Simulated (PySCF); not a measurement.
## Excitation energy of Pt by level of theory

Pt [Xe] 4f14 5d9 6s1 (3D) → Pt [Xe] 4f14 5d8 6s1 7s1 (5F), as a difference of total energies. Computed with PySCF 2.14 in aug-cc-pVDZ-PP with ECP60MDF, with a scalar-relativistic core potential. Correlated levels: valence: 5s2 5p6 frozen. The calculations carry no spin-orbit coupling.

```json
{"method": "UHF", "excitation energy (eV)": "5.476"}
{"method": "MP2 (valence)", "excitation energy (eV)": "7.172"}
{"method": "SCS-MP2 (valence)", "excitation energy (eV)": "7.182"}
{"method": "CCSD (valence)", "excitation energy (eV)": "6.894"}
{"method": "CCSD(T) (valence)", "excitation energy (eV)": "6.990"}
```

Q: How much does correlation contribute at CCSD(T) (valence)?

A: 6.990 − (5.476) = 1.514 eV, measured against UHF.

The promoted electron is Rydberg-like, and one or two diffuse shells describe it only roughly, which tends to raise the upper state.
